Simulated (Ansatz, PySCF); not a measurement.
Lewis adduct: C2H6Zn (SMILES [CH3][Zn][CH3]) (first 9 atoms) with H2O (SMILES O); geometry from GFN2-xTB.
(charge 0, multiplicity 1):
| atom | x (Å) | y (Å) | z (Å) |
|---|---|---|---|
| C | -0.0617 | 2.0822 | -0.2076 |
| Zn | -0.0040 | 0.0600 | 0.1067 |
| C | 0.0906 | -1.9821 | -0.0229 |
| H | 0.7991 | 2.5749 | 0.2381 |
| H | -0.9463 | 2.5290 | 0.2399 |
| H | -0.0699 | 2.3559 | -1.2586 |
| H | -0.7057 | -2.4556 | 0.5470 |
| H | 1.0301 | -2.3597 | 0.3753 |
| H | 0.0109 | -2.3532 | -1.0410 |
| O | -0.0662 | 0.1557 | 2.4454 |
| H | -0.1015 | 0.9470 | 2.9875 |
| H | -0.0559 | -0.6089 | 3.0252 |

Interaction energies are E(AB) − E(A) − E(B) at the monomers' geometry in the complex; basis-set methods are counterpoise corrected. Rows marked so take none.

Rows in 6-31G* carry no dispersion term and start afresh at each structure (6-31G* with six Cartesian d functions); the Pople sets are all-electron and without relativity.

Run with Ansatz (Gaussian orbitals); PySCF for 6-31G* rows. 

### Question
One of these levels gives -16.60 kcal/mol for the interaction energy. Which?
A) CAM-B3LYP/def2-TZVPPD
B) M06-2X/6-31G* (no counterpoise)
C) wB97X-V/def2-TZVPPD
D) SVWN5/def2-TZVPPD

### Answer
B, M06-2X/6-31G* (no counterpoise). The others give -10.30 (SVWN5/def2-TZVPPD), -6.43 (CAM-B3LYP/def2-TZVPPD), -7.63 (wB97X-V/def2-TZVPPD)

Ansatz is an electronic-structure program.
